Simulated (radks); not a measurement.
The numbers below are computed, except where a source is named.
Task: The niobium ion Nb10+, configuration [Ar] 3d10 4s2 4p1. Level of theory: scalar-relativistic Kohn-Sham, BLYP, spin-polarised, spherical densities, point nucleus; open shells are filled with parallel spins first (spin-orbit coupling, left out, can overturn this in heavy ions) (a radial shooting solver on a logarithmic mesh with Libxc functionals). Some entries of the table are withheld. Estimate them.

orbital,occ.,eigenvalue (hartree),r(max) (bohr),<r^2> (bohr^2)
1s up,1,-698.3386,0.02349,0.001757
1s down,1,-698.3304,0.02349,0.001757
2s up,1,-103.5608,0.1332,0.02942
2s down,1,-103.5561,0.1332,0.02942
2p up,3,-93.23821,0.1064,0.02315
2p down,3,-93.23057,0.1064,0.02315
3s up,1,-22.77238,0.3946,0.2229
3s down,1,-22.76204,0.3947,0.2228
3p up,3,-19.39048,0.3880,0.2281
3p down,3,-19.37878,0.3880,0.2278
3d up,5,(1),(2),0.2187
3d down,5,(3),(4),0.2181
4s up,1,-7.99699,0.9737,1.209
4s down,1,-7.91481,0.9710,1.208
4p up,1,-6.96192,1.028,(5)
4p down,0,-6.87884,1.025,(6)

Result: 
(1) 3d up eigenvalue (hartree): -13.86726
(2) 3d up r(max) (bohr): 0.3322
(3) 3d down eigenvalue (hartree): -13.85476
(4) 3d down r(max) (bohr): 0.3322
(5) 4p up <r^2> (bohr^2): 1.366
(6) 4p down <r^2> (bohr^2): 1.369
